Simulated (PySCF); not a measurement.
**Electron correlation in O⁺ (oxygen, charge +1)**

[He] 2s2 2p3, high-spin 4S determinant. All numbers are calculated (PySCF 2.14, the spin-free X2C one-electron Hamiltonian (Gaussian nucleus), in cc-pVDZ-DK (3s2p1d, 14 functions)). Frozen: 1s2; 5 electrons correlated.

MP2 pair energies summed by pair of shells (mhartree):

```csv
pair,energy,share (%)
2s-2p,-45.98,65.8
2p-2p,-16.52,23.6
2s-2s,-7.41,10.6
```

Total MP2 correlation energy: -69.91 mhartree.

Same-spin part -19.53 and opposite-spin part -50.37 mhartree; SCS-MP2 scales them by 1/3 and 6/5 to -66.96 mhartree.

| level | correlation energy (mhartree) |
| --- | --- |
| CCSD | -84.82 |
| (T) | -0.53 |
| CCSD(T) | -85.35 |

Diagnostics: T1 = 0.0036, D1 = 0.0066, largest double amplitude 0.035.

Cost of the coupled-cluster step: 0.05 s of wall time on 1 thread of Neoverse-V2 (shared host), for 5 correlated electrons.

Iterations:

```
CC2 = 0
CCSD nocc = (np.int64(4), np.int64(1)), nmo = (13, 13)
frozen orbitals [[0], [0]]
max_cycle = 100
direct = 0
conv_tol = 1e-08
conv_tol_normt = 1e-06
diis_space = 8
diis_start_cycle = 0
Init t2, MP2 energy = -0.06990832756807
Init E_corr(UCCSD) = -0.0699083275766001
cycle = 1  E_corr(UCCSD) = -0.0816921346377743  dE = -0.0117838071  norm(t1,t2) = 0.0234049
cycle = 2  E_corr(UCCSD) = -0.0840047745431818  dE = -0.00231263991  norm(t1,t2) = 0.00664236
cycle = 3  E_corr(UCCSD) = -0.084843727245041  dE = -0.000838952702  norm(t1,t2) = 0.00237431
cycle = 4  E_corr(UCCSD) = -0.0848124520374837  dE = 3.12752076e-05  norm(t1,t2) = 0.000329742
cycle = 5  E_corr(UCCSD) = -0.0848149762839578  dE = -2.52424647e-06  norm(t1,t2) = 5.77946e-05
cycle = 6  E_corr(UCCSD) = -0.0848149496115759  dE = 2.66723819e-08  norm(t1,t2) = 6.05887e-06
cycle = 7  E_corr(UCCSD) = -0.0848150323239558  dE = -8.27123799e-08  norm(t1,t2) = 4.59704e-07
cycle = 8  E_corr(UCCSD) = -0.0848150236637936  dE = 8.66016225e-09  norm(t1,t2) = 4.96002e-08
UCCSD converged
E(UCCSD) = -74.48966840720848  E_corr = -0.08481502366379355
UCCSD(T) correction = -0.000526826464047636
```
